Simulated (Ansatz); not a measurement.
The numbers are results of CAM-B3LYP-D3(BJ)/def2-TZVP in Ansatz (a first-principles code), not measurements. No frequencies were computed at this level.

Ansatz 0.2 input:
```yaml
crystal:
  periodic: [false, false, false]
  atoms:
    - { symbol: C, position_ang: [-0.947004, -0.132156, 0.034406] }
    - { symbol: Si, position_ang: [0.782903, 0.109077, -0.029066] }
    - { symbol: H, position_ang: [-1.6499, 0.651934, -0.190183] }
    - { symbol: H, position_ang: [-1.390904, -1.075825, 0.302273] }
    - { symbol: H, position_ang: [1.773766, -0.919342, 0.267052] }
    - { symbol: H, position_ang: [1.431139, 1.366313, -0.384482] }
basis:
  gaussian: { orbitals: def2-tzvp }
hamiltonian:
  xc: cam_b3lyp
  dispersion: d3bj
relax:
  max_steps: 150
```

Output:

```
Functional definition: CAM-B3LYP
617 factors; their error is unknown
222 factors; integrals over basis functions are off by at most 1.7e-6 eV
mean field evaluation 1: about -8971.3423 eV, gradient 5.2e1 eV
mean field evaluation 2: about -8963.9263 eV, gradient 6.7e1 eV
mean field evaluation 4: about -8978.0637 eV, gradient 1.5e0 eV
mean field evaluation 8: about -8978.0701 eV, gradient 4.2e-2 eV
mean field evaluation 16: about -8978.0888 eV, gradient 2.3e-5 eV
mean field -8978.08875673 eV, -329.9386762426 hartree, gradient 2.3e-5 eV, S^2 0.000000; 0 other end points of the search recorded, 0 dependent functions left out
reference -8978.08886405 eV, -329.9386801866 hartree; 12, 12 occupied and 80, 80 virtual orbitals, 617 factors
relax step   1: F+E_penalty+E_count = -8978.15775581 eV  Δ(F+E_penalty+E_count) = +0.000e0 eV  max|allowed force component| = 1.881e0 eV/Å  Δτ_max = 0.0000 Å  (25 SCF iters, accepted)
these checks for a lower state are left out or cut short: starts, cluster_reference, orbital_swaps, neighbouring_geometries, increment
617 factors; their error is unknown
222 factors; integrals over basis functions are off by at most 1.7e-6 eV
mean field -8978.15100028 eV, -329.9409636511 hartree, gradient 1.5e-5 eV, S^2 0.000000; 0 other end points of the search recorded, 0 dependent functions left out
reference -8978.15110730 eV, -329.9409675840 hartree; 12, 12 occupied and 80, 80 virtual orbitals, 617 factors
relax step   2: F+E_penalty+E_count = -8978.22026469 eV  Δ(F+E_penalty+E_count) = -6.251e-2 eV  max|allowed force component| = 7.768e-1 eV/Å  Δτ_max = 0.0546 Å  (31 SCF iters, accepted)
these checks for a lower state are left out or cut short: starts, cluster_reference, orbital_swaps, neighbouring_geometries, increment
617 factors; their error is unknown
222 factors; integrals over basis functions are off by at most 1.6e-6 eV
mean field -8978.15862990 eV, -329.9412440342 hartree, gradient 1.4e-5 eV, S^2 0.000000; 0 other end points of the search recorded, 0 dependent functions left out
reference -8978.15873661 eV, -329.9412479560 hartree; 12, 12 occupied and 80, 80 virtual orbitals, 617 factors
relax step   3: F+E_penalty+E_count = -8978.22799499 eV  Δ(F+E_penalty+E_count) = -7.730e-3 eV  max|allowed force component| = 7.762e-2 eV/Å  Δτ_max = 0.0170 Å  (31 SCF iters, accepted)
these checks for a lower state are left out or cut short: starts, cluster_reference, orbital_swaps, neighbouring_geometries, increment
617 factors; their error is unknown
222 factors; integrals over basis functions are off by at most 1.6e-6 eV
mean field evaluation 32: about -8978.1399 eV, gradient 1.0e-3 eV
mean field -8978.15929266 eV, -329.9412683903 hartree, gradient 1.4e-5 eV, S^2 0.000000; 0 other end points of the search recorded, 0 dependent functions left out
reference -8978.15939939 eV, -329.9412723126 hartree; 12, 12 occupied and 80, 80 virtual orbitals, 617 factors
relax step   4: F+E_penalty+E_count = -8978.22863716 eV  Δ(F+E_penalty+E_count) = -6.422e-4 eV  max|allowed force component| = 2.698e-2 eV/Å  Δτ_max = 0.0108 Å  (31 SCF iters, accepted)
these checks for a lower state are left out or cut short: starts, cluster_reference, orbital_swaps, neighbouring_geometries, increment
617 factors; their error is unknown
222 factors; integrals over basis functions are off by at most 1.6e-6 eV
mean field -8978.15935682 eV, -329.9412707481 hartree, gradient 1.8e-5 eV, S^2 0.000000; 0 other end points of the search recorded, 0 dependent functions left out
reference -8978.15946355 eV, -329.9412746705 hartree; 12, 12 occupied and 80, 80 virtual orbitals, 617 factors
relax step   5: F+E_penalty+E_count = -8978.22870763 eV  Δ(F+E_penalty+E_count) = -7.046e-5 eV  max|allowed force component| = 1.459e-3 eV/Å  Δτ_max = 0.0017 Å  (21 SCF iters, accepted)
617 factors; their error is unknown
222 factors; integrals over basis functions are off by at most 1.6e-6 eV
mean field -8978.15935682 eV, -329.9412707481 hartree, gradient 1.8e-5 eV, S^2 0.000000; 1 other end points of the search recorded, 0 dependent functions left out
reference -8978.15946355 eV, -329.9412746705 hartree; 12, 12 occupied and 80, 80 virtual orbitals, 617 factors
Total energy: -8978.22881436 eV, -329.9438232657 hartree
Atom 0 at    -0.908258    -0.126645     0.033360 Å, force     0.000208     0.000030    -0.000038 eV/Å
Atom 1 at     0.764346     0.106581    -0.028065 Å, force    -0.001459    -0.000208     0.000031 eV/Å
Atom 2 at    -1.610559     0.663756    -0.193601 Å, force    -0.000002     0.000810    -0.000362 eV/Å
Atom 3 at    -1.349684    -1.076529     0.302311 Å, force     0.000240    -0.000778     0.000385 eV/Å
Atom 4 at     1.728523    -0.960602     0.278554 Å, force     0.000566    -0.000349     0.000004 eV/Å
Atom 5 at     1.375632     1.393440    -0.392558 Å, force     0.000447     0.000496    -0.000019 eV/Å
Dipole moment:     0.179446     0.025021    -0.006591 e Å
```

Cost: very roughly 13 core-seconds.
